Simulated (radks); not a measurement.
Spherical quantum dot in the effective-mass picture: electrons in a well V = -V0 / (1 + exp((r - R)/a)) with V0 = 15.3, R = 3.08, a = 0.28, all in effective atomic units (hartree* = m*/eps^2 hartree, bohr* = eps/m* bohr), one dielectric constant everywhere. Method: non-relativistic Kohn-Sham, PBEsol, spin-polarised, spherical densities; computed with a radial shooting solver with Libxc functionals. Levels are named by radial order and angular momentum (1s, 1p, 1d, 2s, ...), and open shells are averaged over m. Results are scaled to m* = 0.03 and eps = 5.9, for which hartree* = 23.45 meV and bohr* = 10.41 nm. Each electron was tried in the lowest free levels, single moves between levels near the top were tried too, and the lowest total energy was kept; such a search can miss a lower state. The series stops at N = 28: beyond it a trial failed or the search could not be trusted, so later rows were left out. At N = 1 the Hartree and exchange-correlation terms need not cancel, so that row can carry a self-interaction error.

\begin{tabular}{lrrrrrrr}
N & open shells & 2S & E (meV) & mu = E(N) - E(N-1) (meV) & addition energy mu(N+1) - mu(N) (meV) & e(HOMO) (meV) & rms radius (nm) \\ \hline
1 & 1s(up 1, down 0) & 1 & -341.717 & -341.72 & 14.00 & -336.31 & 15.25 \\
2 & none & 0 & -669.432 & -327.72 & 25.01 & -322.37 & 15.89 \\
3 & 1p(up 1, down 0) & 1 & -972.136 & -302.70 & 10.43 & -297.56 & 17.06 \\
4 & 1p(up 2, down 0) & 2 & -1264.41 & -292.27 & 10.67 & -286.95 & 17.73 \\
5 & 1p(up 3, down 0) & 3 & -1546.01 & -281.60 & 13.68 & -276.25 & 18.19 \\
6 & 1p(up 3, down 1) & 2 & -1813.94 & -267.93 & 9.999 & -262.99 & 18.59 \\
7 & 1p(up 3, down 2) & 1 & -2071.87 & -257.93 & 10.23 & -252.83 & 18.91 \\
8 & none & 0 & -2319.57 & -247.70 & 25.96 & -242.56 & 19.18 \\
9 & 1d(up 1, down 0) & 1 & -2541.30 & -221.74 & 9.706 & -216.89 & 19.55 \\
10 & 1d(up 2, down 0) & 2 & -2753.33 & -212.03 & 9.740 & -207.16 & 19.86 \\
11 & 1d(up 3, down 0) & 3 & -2955.62 & -202.29 & 9.744 & -197.42 & 20.13 \\
12 & 1d(up 4, down 0) & 4 & -3148.17 & -192.55 & 9.734 & -187.68 & 20.37 \\
13 & 1d(up 5, down 0) & 5 & -3330.98 & -182.81 & 12.37 & -177.95 & 20.59 \\
14 & 1d(up 5, down 1) & 4 & -3501.42 & -170.44 & 9.400 & -165.75 & 20.79 \\
15 & 1d(up 5, down 2) & 3 & -3662.46 & -161.04 & 9.438 & -156.32 & 20.97 \\
16 & 1d(up 5, down 3) & 2 & -3814.06 & -151.60 & 9.451 & -146.88 & 21.14 \\
17 & 1d(up 5, down 4) & 1 & -3956.21 & -142.15 & 9.449 & -137.42 & 21.30 \\
18 & none & 0 & -4088.92 & -132.70 & 26.99 & -127.98 & 21.45 \\
19 & 1f(up 1, down 0) & 1 & -4194.62 & -105.71 & 9.111 & -101.15 & 21.63 \\
20 & 1f(up 2, down 0) & 2 & -4291.22 & -96.597 & 9.109 & -92.042 & 21.79 \\
21 & 1f(up 3, down 0) & 3 & -4378.71 & -87.489 & 9.101 & -82.936 & 21.95 \\
22 & 1f(up 4, down 0) & 4 & -4457.10 & -78.387 & 9.089 & -73.841 & 22.10 \\
23 & 1f(up 5, down 0) & 5 & -4526.40 & -69.298 & 9.075 & -64.758 & 22.23 \\
24 & 1f(up 6, down 0) & 6 & -4586.62 & -60.223 & 9.059 & -55.691 & 22.37 \\
25 & 1f(up 7, down 0) & 7 & -4637.78 & -51.165 & 11.43 & -46.641 & 22.49 \\
26 & 1f(up 7, down 1) & 6 & -4677.51 & -39.730 & 8.874 & -35.294 & 22.61 \\
27 & 1f(up 7, down 2) & 5 & -4708.37 & -30.856 & 8.875 & -26.418 & 22.73 \\
28 & 1f(up 7, down 3) & 4 & -4730.35 & -21.981 & - & -17.545 & 22.84 \\
\end{tabular}

All shells are closed at N = 2, 8, 18 (there: 1s2 1p6 1d10); the second difference of the energy has clear peaks (12 % above both neighbours; the first and last values, which can be the largest, are not judged, and half-filled shells can peak too) at N = 2, 5, 8, 13, 18, 25.
